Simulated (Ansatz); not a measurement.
Relaxation of Cl₃H₃HfO (8 atoms, charge 0, multiplicity 1), to a largest force component of 0.03 eV/Å in at most 50 steps.

These are results of RKS PBE0-D4/def2-SVP in Ansatz, not measurements.

```xyz
8
Properties=species:S:1:pos:R:3:forces:R:3
Hf -0.106 0.074 -0.028 -0.08 -0.11 2.10
O -0.212 -0.025 1.967 -0.09 0.30 -1.95
H -0.695 0.258 2.749 0.08 -0.02 -0.11
Cl 2.098 0.336 -0.777 -0.01 0.00 0.00
Cl -1.290 1.966 -0.704 -0.01 0.00 0.00
Cl -1.148 -1.763 -1.038 0.00 0.00 -0.01
H 1.378 -2.283 1.213 0.85 -1.12 -1.11
H 1.034 -1.831 1.655 -0.74 0.96 1.07
```

Q: Where does it end, and by what steps?

A: It converged. After 12 steps the energy has fallen by 0.230 eV; H8 moved furthest, 0.53 Å.

```json
{"step": "0", "energy less start (eV)": "0.0000", "largest force component (eV/Å)": "2.104", "accepted": "yes"}
{"step": "1", "energy less start (eV)": "-0.1694", "largest force component (eV/Å)": "0.275", "accepted": "yes"}
{"step": "2", "energy less start (eV)": "-0.1851", "largest force component (eV/Å)": "0.156", "accepted": "yes"}
{"step": "3", "energy less start (eV)": "-0.1951", "largest force component (eV/Å)": "0.189", "accepted": "yes"}
{"step": "4", "energy less start (eV)": "-0.2060", "largest force component (eV/Å)": "0.188", "accepted": "yes"}
{"step": "5", "energy less start (eV)": "-0.2055", "largest force component (eV/Å)": "1.289", "accepted": "no"}
{"step": "6", "energy less start (eV)": "-0.2144", "largest force component (eV/Å)": "0.349", "accepted": "yes"}
{"step": "7", "energy less start (eV)": "-0.2248", "largest force component (eV/Å)": "0.198", "accepted": "yes"}
{"step": "8", "energy less start (eV)": "-0.2264", "largest force component (eV/Å)": "0.059", "accepted": "yes"}
{"step": "9", "energy less start (eV)": "-0.2271", "largest force component (eV/Å)": "0.318", "accepted": "yes"}
{"step": "10", "energy less start (eV)": "-0.2278", "largest force component (eV/Å)": "0.239", "accepted": "yes"}
{"step": "11", "energy less start (eV)": "-0.2299", "largest force component (eV/Å)": "0.039", "accepted": "yes"}
{"step": "12", "energy less start (eV)": "-0.2300", "largest force component (eV/Å)": "0.010", "accepted": "yes"}
```

```xyz
8
Properties=species:S:1:pos:R:3
Hf -0.245 0.245 -0.064
O -0.436 0.230 1.814
H -0.545 0.240 2.764
Cl 2.023 0.424 -0.640
Cl -1.387 2.110 -0.903
Cl -1.184 -1.701 -0.978
H 1.574 -2.543 1.203
H 1.260 -2.273 1.842
```

Whether the end is a true minimum wasn't checked by a vibrational analysis.

Time of the run: 36 s on 2 threads of Intel(R) Xeon(R) 6975P-C (Granite Rapids), with other jobs on the host, peak memory 0.3 GiB.
